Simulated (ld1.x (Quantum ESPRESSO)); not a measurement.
rhodium (Rh): excitation energies, all-electron against TM

```json
{
 "Element": "rhodium (Rh)",
 "Generator": "ld1.x (Quantum ESPRESSO) 7.5",
 "Type": "norm-conserving Troullier–Martins (Kleinman–Bylander form)",
 "Functional": "PBE",
 "Relativity": "scalar-relativistic",
 "Frozen core": "[Ar] 3d10 4s2",
 "Valence charge": "15",
 "Reference configuration": "4p6 4d8 5s0.5 5p0 (charge +0.5)",
 "Partial waves": "5s (bound): rc 2.85 bohr; 4p (bound): rc 1.05 bohr; 4d (bound): rc 1.45 bohr",
 "Local potential": "all-electron potential smoothed inside 2.25 bohr (lloc = -1)",
 "Core correction": "none"
}
```

Energies are relative to the spin-unpolarised reference configuration 4p6 4d8 5s0.5 5p0; without spin polarisation the order of configurations can differ from experiment.

Question: Give the all-electron excitation energy and the error of the potential for: 4p6 4d8 5s1 5p0; 4p6 4d8 5s0 5p0; 4p6 4d7 5s0 5p0; 4p5 4d8 5s1 5p0; 4p6 4d9 5s0 5p0; 4p6 4d7 5s1 5p1; 4p6 4d8 5s0 5p1.

Answer:

```tsv
valence configuration	charge	ΔE all-electron (eV)	error AE − PS (meV)
4p6 4d8 5s1 5p0	0	-2.919	-0.2
4p6 4d8 5s0 5p0	+1	4.541	-3.0
4p6 4d7 5s0 5p0	+2	24.052	-11
4p5 4d8 5s1 5p0	+1	53.715	+64
4p6 4d9 5s0 5p0	0	-3.828	-14
4p6 4d7 5s1 5p1	0	3.700	-154
4p6 4d8 5s0 5p1	0	0.684	-112
```

Levels in the configuration 4p6 4d7 5s1 5p1:

```csv
level,all-electron (eV),pseudo (eV)
4p,-55.547,-55.654
4d,-10.274,-10.365
5s,-6.375,-6.467
5p,-2.096,-2.003
```

ld1.x printed “convergence not achieved” for 1 of the counted tests; its residual had stalled under 1e-8, short of the target of 1e-14.

Note: ghost state, extra bound levels that the all-electron valence spectrum of the same l lacks: s at -0.03 eV. A true bound ghost makes a file unfit for plane-wave use.
